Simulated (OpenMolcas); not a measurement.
## Multiplet structure of Cl I

| Quantity | Value |
| --- | --- |
| Program | OpenMolcas |
| Method | SS-CASPT2, IPEA 0.25 Eh, imaginary shift 0.1 Eh (closed shells correlated: 2s 2p) |
| Basis | ANO-RCC-VQZP [6s5p3d2f1g] |
| Scalar Hamiltonian | DKH2, point nucleus |
| Active space | 7 electrons in 4 orbitals (3s 3p) |
| State averaging | 2S+1 = 2 odd, 3 roots |
| Spin-orbit coupling | state interaction with AMFI integrals over the reference wave functions, term energies averaged over their components |

Spin-free terms above the lowest, with the occupations of the reference:

```csv
Configuration,Term,E (eV),Occupations
3s2 3p5,2P*,0.0000,3s 2.00 3p 5.00
```

With spin-orbit coupling, above the lowest level:

```csv
Configuration,Term,J,E (eV),Measured (eV),Term weight %
3s2 3p5,2P*,3/2,0.0000,0.0000,100
3s2 3p5,2P*,1/2,0.1026,0.1094,100
```

Against the measured value (NIST Handbook of Basic Atomic Spectroscopic Data): 3s2 3p5 2P* 1/2: computed 0.1026, measured 0.1094 eV (-6.2 %).

Spin-orbit coupling puts the lowest level 0.0342 eV below the lowest spin-free term.

No level of 3s 3p6 was computed, though it lies in the active space. Measured partners are found by configuration, term and J. A level has none where our copy of the source lacks it or the pairing is in doubt (some pairs that miss far off the trend of their configuration count as doubtful), and it then counts in no deviation. Only configurations of the active space appear. The first state left out of the spin-orbit step lies near 130000 cm-1 above the lowest spin-free state of the reference (among the parities and spins computed), and the list stops at four fifths of that energy or lower.

The term weight is that of the spin-free term in the level, not the purity of its configuration. * marks odd parity.
